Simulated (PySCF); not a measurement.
# Electron correlation in Br⁻ (bromine, charge -1)

[Kr], closed-shell 1S. Computed with PySCF 2.14 in aug-cc-pVDZ-PP with ECP10MDF, with scalar relativity through the core potential. Frozen: 3s2 3p6 3d10; 8 electrons correlated.

```
  level  correlation energy (mhartree)
   CCSD                        -143.01
    (T)                          -3.32
CCSD(T)                        -146.33
  CCSDT                        -146.63
```

Diagnostics: T1 = 0.0097, D1 = 0.0153, largest double amplitude 0.037.

Cost of the coupled-cluster step: about 0.15 core-seconds, for 8 correlated electrons.
